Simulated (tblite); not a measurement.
A geometry optimisation, step by step.

C₆H₈AlFO₂.
Bonds: C1–C2 (double), C2–C3, C3–O4 (double), O4–Al5, Al5–O6, O6–C7, C7–C8, C8–F9, C8–C10 (double), C3–C10. Hydrogens: H11, H12 on C1; H13 on C2; H14, H15 on Al5; H16, H17 on C7; H18 on C10.
Bond orders are those of one Lewis drawing.

Computed with GFN2-xTB (tblite), gas phase: L-BFGS steps from a force-field or distance-geometry start until the largest atomic force falls under 0.01 eV/Å. 10 of its 170 geometries are shown.

Step 0: E = -839.7474 eV, largest atomic force 2.266 eV/Å
```
atom  x, y, z in Å  |  force x, y, z in eV/Å
C1      2.974    0.916   -0.645   -0.293   0.558  -0.200
C2      2.253   -0.068   -0.114   -0.315  -0.648   0.636
C3      0.825    0.043    0.189   -0.606   0.387   0.046
O4      0.218    1.144   -0.094   -0.099  -1.666   0.531
Al5    -1.556    1.617    0.288   -1.873   0.345   0.092
O6     -2.664    0.161   -0.032    2.091   0.872  -0.006
C7     -1.935   -0.910   -0.583   -1.131  -0.769   0.093
C8     -1.066   -1.574    0.464   -0.702  -0.193  -0.401
F9     -1.524   -2.720    1.043    0.245   0.990  -0.544
C10     0.140   -1.130    0.804    1.470   0.812  -0.372
H11     4.018    0.781   -0.841    0.147   0.103  -0.088
H12     2.507    1.865   -0.896    0.205  -0.206   0.042
H13     2.760   -1.000    0.138   -0.368   0.119  -0.013
H14    -1.669    2.027    1.816    0.436  -0.304  -0.214
H15    -1.989    2.858   -0.640    0.498  -0.513  -0.012
H16    -2.677   -1.659   -0.926    0.109   0.037   0.023
H17    -1.349   -0.612   -1.476    0.075  -0.085   0.411
H18     0.723   -1.731    1.494    0.110   0.161  -0.024
```

Step 19: E = -840.5703 eV, largest atomic force 0.364 eV/Å
```
atom  x, y, z in Å  |  force x, y, z in eV/Å
C1      2.877    0.968   -0.610    0.138  -0.024   0.049
C2      2.197   -0.011   -0.011    0.056   0.122  -0.087
C3      0.765    0.097    0.260    0.041  -0.166   0.016
O4      0.150    1.161    0.087    0.031  -0.136   0.027
Al5    -1.619    1.729    0.298    0.054   0.190  -0.085
O6     -2.353    0.285   -0.192    0.012  -0.192  -0.112
C7     -1.997   -0.994   -0.598    0.130  -0.065   0.027
C8     -1.052   -1.613    0.399    0.025   0.087  -0.060
F9     -1.460   -2.776    0.932    0.094   0.103  -0.102
C10     0.160   -1.144    0.731   -0.089  -0.123   0.023
H11     3.922    0.842   -0.833    0.031   0.080  -0.059
H12     2.423    1.911   -0.883   -0.040  -0.173   0.094
H13     2.672   -0.958    0.225   -0.067   0.173   0.013
H14    -1.422    1.983    1.814   -0.095   0.020   0.084
H15    -1.730    2.863   -0.740    0.029  -0.008  -0.005
H16    -2.882   -1.638   -0.716    0.041   0.089   0.041
H17    -1.438   -0.952   -1.559   -0.333  -0.015   0.147
H18     0.779   -1.747    1.385   -0.057   0.039  -0.012
```

Step 38: E = -840.7555 eV, largest atomic force 0.201 eV/Å
```
atom  x, y, z in Å  |  force x, y, z in eV/Å
C1      2.864    1.053   -0.518    0.039  -0.028  -0.050
C2      2.283    0.025    0.100   -0.027   0.031  -0.038
C3      0.836    0.077    0.346    0.004  -0.009   0.034
O4      0.264    1.177    0.307   -0.056  -0.019   0.100
Al5    -1.470    1.781    0.174   -0.024   0.064  -0.034
O6     -2.110    0.345   -0.435   -0.190   0.065   0.016
C7     -2.144   -1.022   -0.509   -0.007   0.001   0.049
C8     -1.018   -1.658    0.242    0.017   0.043   0.055
F9     -1.308   -2.931    0.578    0.120   0.001  -0.007
C10     0.189   -1.200    0.613    0.056  -0.028  -0.015
H11     3.904    1.053   -0.793    0.048   0.008   0.060
H12     2.275    1.913   -0.796    0.051  -0.008   0.008
H13     2.836   -0.865    0.365   -0.120   0.012  -0.013
H14    -1.703    2.055    1.686   -0.030   0.049  -0.062
H15    -1.331    2.883   -0.900    0.051  -0.071  -0.009
H16    -3.073   -1.424   -0.072   -0.061   0.018  -0.004
H17    -2.110   -1.357   -1.560    0.044  -0.014  -0.004
H18     0.808   -1.899    1.161    0.085  -0.116  -0.087
```

Step 56: E = -840.8875 eV, largest atomic force 0.188 eV/Å
```
atom  x, y, z in Å  |  force x, y, z in eV/Å
C1      2.885    1.123   -0.428   -0.038   0.053   0.075
C2      2.274    0.090    0.148   -0.009  -0.065  -0.017
C3      0.826    0.053    0.396    0.004   0.050   0.029
O4      0.194    1.113    0.568    0.000  -0.098   0.011
Al5    -1.443    1.796    0.090    0.071   0.083  -0.109
O6     -2.168    0.347   -0.397    0.006  -0.097   0.054
C7     -2.240   -1.012   -0.298   -0.107  -0.153  -0.025
C8     -0.994   -1.691    0.162   -0.025  -0.053   0.054
F9     -1.197   -3.024    0.246    0.050   0.015  -0.028
C10     0.261   -1.282    0.428    0.091   0.086  -0.002
H11     3.939    1.104   -0.652   -0.049   0.022   0.041
H12     2.336    2.010   -0.705   -0.034  -0.042  -0.018
H13     2.825   -0.802    0.408    0.010  -0.035  -0.059
H14    -2.064    2.418    1.348    0.038   0.015   0.078
H15    -0.881    2.649   -1.079    0.001  -0.074  -0.057
H16    -3.044   -1.323    0.398    0.062   0.066  -0.040
H17    -2.487   -1.483   -1.273    0.000   0.134   0.020
H18     0.971   -2.081    0.628   -0.070   0.093  -0.007
```

Step 75: E = -840.9238 eV, largest atomic force 0.075 eV/Å
```
atom  x, y, z in Å  |  force x, y, z in eV/Å
C1      2.843    1.166   -0.362    0.005   0.016   0.043
C2      2.264    0.080    0.142    0.010   0.002  -0.009
C3      0.822    0.038    0.409    0.002  -0.016   0.018
O4      0.202    1.099    0.604   -0.013   0.006  -0.021
Al5    -1.397    1.794    0.063   -0.005   0.011  -0.034
O6     -2.196    0.342   -0.268    0.017  -0.054  -0.042
C7     -2.264   -1.022   -0.247   -0.003  -0.002  -0.011
C8     -1.000   -1.709    0.146   -0.019  -0.009  -0.028
F9     -1.167   -3.049    0.138   -0.003   0.017   0.036
C10     0.254   -1.290    0.409   -0.008  -0.027   0.004
H11     3.895    1.198   -0.588    0.008   0.016  -0.021
H12     2.257    2.044   -0.580    0.003   0.018   0.015
H13     2.827   -0.824    0.324    0.003  -0.011  -0.011
H14    -1.938    2.589    1.261    0.023   0.002  -0.008
H15    -0.802    2.431   -1.230   -0.017   0.004   0.029
H16    -3.048   -1.368    0.450   -0.011   0.001  -0.010
H17    -2.528   -1.423   -1.247   -0.030   0.045   0.052
H18     0.968   -2.090    0.563    0.038  -0.021  -0.001
```

Step 94: E = -840.9343 eV, largest atomic force 0.042 eV/Å
```
atom  x, y, z in Å  |  force x, y, z in eV/Å
C1      2.833    1.220   -0.263    0.019   0.008  -0.031
C2      2.272    0.073    0.114   -0.007  -0.006   0.012
C3      0.831   -0.001    0.372   -0.024   0.016  -0.022
O4      0.197    1.050    0.583   -0.010   0.021  -0.012
Al5    -1.363    1.784   -0.011   -0.004  -0.008  -0.034
O6     -2.187    0.336   -0.310    0.015  -0.016   0.026
C7     -2.280   -1.020   -0.193   -0.013   0.001  -0.001
C8     -1.007   -1.727    0.135    0.005   0.015  -0.026
F9     -1.197   -3.063    0.137    0.005   0.003   0.005
C10     0.263   -1.328    0.347   -0.007  -0.002   0.033
H11     3.880    1.299   -0.495    0.026   0.001   0.010
H12     2.227    2.104   -0.381    0.012   0.022   0.019
H13     2.844   -0.838    0.201    0.001  -0.017  -0.015
H14    -1.887    2.637    1.151   -0.006   0.013   0.039
H15    -0.758    2.380   -1.315    0.012  -0.010   0.007
H16    -3.003   -1.302    0.593   -0.039   0.011  -0.006
H17    -2.650   -1.464   -1.136   -0.007  -0.037  -0.004
H18     0.978   -2.135    0.461    0.023  -0.014   0.002
```

Step 113: E = -840.9420 eV, largest atomic force 0.037 eV/Å
```
atom  x, y, z in Å  |  force x, y, z in eV/Å
C1      2.886    1.234   -0.201   -0.008  -0.019   0.001
C2      2.272    0.074    0.036    0.011  -0.008   0.015
C3      0.832    0.014    0.300   -0.004  -0.002  -0.037
O4      0.202    1.075    0.482    0.015  -0.004   0.005
Al5    -1.389    1.772   -0.044   -0.010   0.017   0.000
O6     -2.221    0.323   -0.303    0.003   0.014   0.000
C7     -2.301   -1.034   -0.178    0.005   0.007  -0.003
C8     -1.018   -1.718    0.164   -0.001  -0.005   0.025
F9     -1.208   -3.052    0.246    0.015  -0.007  -0.018
C10     0.256   -1.311    0.335    0.004   0.007   0.010
H11     3.939    1.288   -0.415   -0.013   0.004  -0.005
H12     2.328    2.157   -0.200    0.012  -0.028   0.016
H13     2.812   -0.862    0.009   -0.013   0.006   0.009
H14    -1.861    2.608    1.158    0.003   0.009  -0.010
H15    -0.817    2.366   -1.364   -0.023   0.001   0.005
H16    -3.030   -1.317    0.602   -0.002  -0.003  -0.002
H17    -2.656   -1.492   -1.121   -0.003  -0.015   0.002
H18     0.967   -2.118    0.482    0.010   0.027  -0.011
```

Step 131: E = -840.9443 eV, largest atomic force 0.020 eV/Å
```
atom  x, y, z in Å  |  force x, y, z in eV/Å
C1      2.911    1.227   -0.155    0.012  -0.001  -0.009
C2      2.273    0.069    0.012    0.002  -0.002   0.005
C3      0.831    0.024    0.267    0.005  -0.003  -0.002
O4      0.204    1.090    0.428    0.004  -0.005   0.000
Al5    -1.406    1.775   -0.068   -0.004  -0.010  -0.001
O6     -2.233    0.317   -0.287   -0.007   0.002  -0.010
C7     -2.307   -1.040   -0.154    0.010  -0.001   0.005
C8     -1.017   -1.717    0.168    0.001  -0.002   0.012
F9     -1.194   -3.053    0.253   -0.006  -0.002  -0.010
C10     0.257   -1.301    0.319   -0.004   0.004  -0.017
H11     3.964    1.275   -0.370    0.014   0.000   0.009
H12     2.374    2.159   -0.088   -0.007   0.004  -0.004
H13     2.793   -0.875   -0.068   -0.009   0.011   0.007
H14    -1.853    2.629    1.131    0.011  -0.004   0.000
H15    -0.882    2.358   -1.411   -0.002  -0.003   0.002
H16    -3.021   -1.319    0.641   -0.014  -0.008   0.011
H17    -2.678   -1.507   -1.086   -0.005   0.005  -0.002
H18     0.975   -2.103    0.455    0.001   0.016   0.003
```

Step 150: E = -840.9468 eV, largest atomic force 0.037 eV/Å
```
atom  x, y, z in Å  |  force x, y, z in eV/Å
C1      2.948    1.226   -0.099    0.005   0.001   0.018
C2      2.289    0.074    0.031    0.004   0.001   0.003
C3      0.835    0.036    0.210    0.015  -0.023  -0.003
O4      0.202    1.106    0.321    0.014  -0.007  -0.009
Al5    -1.433    1.767   -0.106    0.005  -0.001   0.005
O6     -2.278    0.311   -0.261    0.000   0.010   0.017
C7     -2.331   -1.043   -0.106    0.024   0.008   0.012
C8     -1.017   -1.709    0.132   -0.005  -0.001   0.001
F9     -1.178   -3.049    0.195    0.004   0.004   0.003
C10     0.259   -1.287    0.252   -0.019  -0.007  -0.020
H11     4.014    1.260   -0.245   -0.010   0.006  -0.002
H12     2.418    2.164   -0.063   -0.001  -0.009  -0.010
H13     2.807   -0.873   -0.014   -0.017   0.024   0.002
H14    -1.795    2.627    1.119    0.003  -0.002  -0.007
H15    -0.981    2.326   -1.482   -0.002   0.015  -0.008
H16    -2.976   -1.317    0.748   -0.035  -0.006   0.009
H17    -2.773   -1.524   -0.999    0.008  -0.012  -0.012
H18     0.981   -2.089    0.357    0.008   0.001   0.002
```

Step 169: E = -840.9496 eV, largest atomic force 0.006 eV/Å
```
atom  x, y, z in Å  |  force x, y, z in eV/Å
C1      2.981    1.222   -0.020    0.000   0.000  -0.001
C2      2.312    0.073    0.065   -0.001  -0.002   0.003
C3      0.848    0.038    0.093    0.000   0.002   0.000
O4      0.213    1.114    0.066    0.004   0.000   0.001
Al5    -1.458    1.763   -0.157   -0.005  -0.003   0.000
O6     -2.331    0.316   -0.163    0.001   0.002  -0.001
C7     -2.353   -1.043   -0.049    0.003   0.005   0.001
C8     -1.021   -1.699    0.105    0.003   0.001  -0.003
F9     -1.175   -3.039    0.191   -0.003  -0.001   0.001
C10     0.262   -1.278    0.157   -0.001  -0.001  -0.001
H11     4.056    1.259   -0.045   -0.002  -0.002   0.001
H12     2.450    2.159   -0.069   -0.001   0.000   0.000
H13     2.831   -0.874    0.111    0.000   0.000  -0.002
H14    -1.595    2.589    1.139    0.001   0.001  -0.001
H15    -1.227    2.348   -1.572    0.000   0.000   0.001
H16    -2.958   -1.355    0.823    0.001  -0.003   0.000
H17    -2.825   -1.504   -0.937    0.000  -0.002   0.000
H18     0.982   -2.084    0.250    0.001   0.001   0.001
```

**Question.** Summarise the path.

**Answer.** The energy falls by 116.00 kJ/mol from step 0 to step 169; nine tenths of that is first reached at step 45. It falls at every step. The largest force goes from 2.266 to 0.006 eV/Å. Among the bonds Al5–O6 changes most, from 1.858 to 1.690 Å; the atoms move by 0.920 Å rms after alignment.

**Question.** Follow the three bonds and two angles with the largest change from start to end.

**Answer.** 
| step | E above end (kJ/mol) | largest force (eV/Å) | Al5–O6 (Å) | O4–Al5 (Å) | Al5–H15 (Å) | Al5–O6–C7 (°) | H14–Al5–H15 (°) |
| --- | --- | --- | --- | --- | --- | --- | --- |
| 0 | 116.00 | 2.266 | 1.858 | 1.875 | 1.608 | 110.8 | 109.7 |
| 7 | 50.41 | 0.487 | 1.717 | 2.008 | 1.534 | 130.7 | 124.1 |
| 15 | 40.97 | 0.294 | 1.703 | 1.864 | 1.530 | 136.8 | 125.7 |
| 22 | 34.10 | 0.224 | 1.701 | 1.860 | 1.535 | 142.3 | 122.7 |
| 29 | 26.48 | 0.316 | 1.691 | 1.847 | 1.539 | 146.0 | 121.8 |
| 37 | 19.41 | 0.240 | 1.688 | 1.838 | 1.553 | 151.7 | 124.0 |
| 44 | 11.64 | 0.260 | 1.692 | 1.837 | 1.549 | 147.8 | 127.3 |
| 51 | 8.20 | 0.176 | 1.697 | 1.838 | 1.544 | 147.5 | 125.9 |
| 59 | 5.01 | 0.143 | 1.695 | 1.838 | 1.553 | 150.3 | 122.8 |
| 66 | 3.36 | 0.115 | 1.689 | 1.824 | 1.557 | 152.2 | 123.7 |
| 73 | 2.65 | 0.064 | 1.689 | 1.830 | 1.557 | 152.2 | 124.6 |
| 81 | 2.16 | 0.048 | 1.690 | 1.823 | 1.553 | 151.4 | 124.7 |
| 88 | 1.77 | 0.055 | 1.692 | 1.824 | 1.557 | 151.1 | 123.9 |
| 96 | 1.41 | 0.053 | 1.692 | 1.822 | 1.556 | 150.3 | 123.5 |
| 103 | 1.16 | 0.047 | 1.693 | 1.816 | 1.558 | 149.9 | 123.9 |
| 110 | 0.81 | 0.042 | 1.691 | 1.816 | 1.556 | 150.1 | 124.8 |
| 118 | 0.64 | 0.031 | 1.691 | 1.817 | 1.555 | 150.2 | 124.6 |
| 125 | 0.55 | 0.017 | 1.690 | 1.819 | 1.555 | 150.4 | 124.3 |
| 132 | 0.51 | 0.022 | 1.691 | 1.819 | 1.555 | 150.6 | 124.2 |
| 140 | 0.45 | 0.030 | 1.691 | 1.818 | 1.554 | 150.4 | 124.2 |
| 147 | 0.32 | 0.028 | 1.690 | 1.815 | 1.553 | 150.0 | 124.7 |
| 154 | 0.14 | 0.042 | 1.690 | 1.811 | 1.552 | 149.2 | 125.5 |
| 162 | 0.03 | 0.019 | 1.691 | 1.807 | 1.549 | 149.2 | 125.4 |
| 169 | 0.00 | 0.006 | 1.690 | 1.806 | 1.549 | 149.4 | 125.4 |

The cost below is that of the whole relaxation. The run took 2.7 s on Arm Neoverse N1, one thread, shared host with 64 logical CPUs at a one-minute load of 60.
